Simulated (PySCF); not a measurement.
# Correlation energy of Kr⁺ (krypton, charge +1)

[Ar] 3d10 4s2 4p4 5s1, high-spin 4P determinant (an excited configuration). All numbers are calculated (PySCF 2.14, scalar relativity by spin-free X2C-1e, in aug-cc-pVTZ-DK (7s6p4d2f, 59 functions)). Frozen: [Ar] 3d10; 7 electrons correlated.

| level | correlation energy (mhartree) |
| --- | --- |
| CCSD | -144.63 |
| (T) | -4.34 |
| CCSD(T) | -148.97 |

Diagnostics: T1 = 0.011, D1 = 0.0319, largest double amplitude 0.036.

The outer electron is Rydberg-like, and this basis confines it to a smaller radius and binds it less than a complete one would.

Cost of the coupled-cluster step: about 1.4 core-seconds, for 7 correlated electrons.

Iterations:

```
CC2 = 0
CCSD nocc = (np.int64(5), np.int64(2)), nmo = (45, 45)
frozen orbitals [[0, 1, 2, 3, 4, 5, 6, 7, 8, 9, 10, 11, 12, 13], [0, 1, 2, 3, 4, 5, 6, 7, 8, 9, 10, 11, 12, 13]]
max_cycle = 100
direct = 0
conv_tol = 1e-08
conv_tol_normt = 1e-06
diis_space = 8
diis_start_cycle = 0
Init t2, MP2 energy = -0.124930988950731
Init E_corr(UCCSD) = -0.124930988951758
cycle = 1  E_corr(UCCSD) = -0.13994914359513  dE = -0.0150181546  norm(t1,t2) = 0.0411072
cycle = 2  E_corr(UCCSD) = -0.143174917889218  dE = -0.00322577429  norm(t1,t2) = 0.0140358
cycle = 3  E_corr(UCCSD) = -0.144654227740429  dE = -0.00147930985  norm(t1,t2) = 0.00674464
cycle = 4  E_corr(UCCSD) = -0.144558280094274  dE = 9.59476462e-05  norm(t1,t2) = 0.00304244
cycle = 5  E_corr(UCCSD) = -0.144622510572356  dE = -6.42304781e-05  norm(t1,t2) = 0.0014473
cycle = 6  E_corr(UCCSD) = -0.144625051684167  dE = -2.54111181e-06  norm(t1,t2) = 0.000349125
cycle = 7  E_corr(UCCSD) = -0.144625441961004  dE = -3.90276836e-07  norm(t1,t2) = 0.000206994
cycle = 8  E_corr(UCCSD) = -0.144625908397054  dE = -4.6643605e-07  norm(t1,t2) = 9.38911e-05
cycle = 9  E_corr(UCCSD) = -0.144625816445667  dE = 9.19513868e-08  norm(t1,t2) = 2.25524e-05
cycle = 10  E_corr(UCCSD) = -0.144626013492295  dE = -1.97046628e-07  norm(t1,t2) = 4.23974e-06
cycle = 11  E_corr(UCCSD) = -0.144626030051967  dE = -1.65596724e-08  norm(t1,t2) = 1.03699e-06
cycle = 12  E_corr(UCCSD) = -0.144625993172831  dE = 3.68791356e-08  norm(t1,t2) = 2.44866e-07
cycle = 13  E_corr(UCCSD) = -0.144625989754106  dE = 3.41872544e-09  norm(t1,t2) = 3.69663e-08
UCCSD converged
E(UCCSD) = -2787.345506990224  E_corr = -0.144625989754106
UCCSD(T) correction = -0.00433845546253212
```
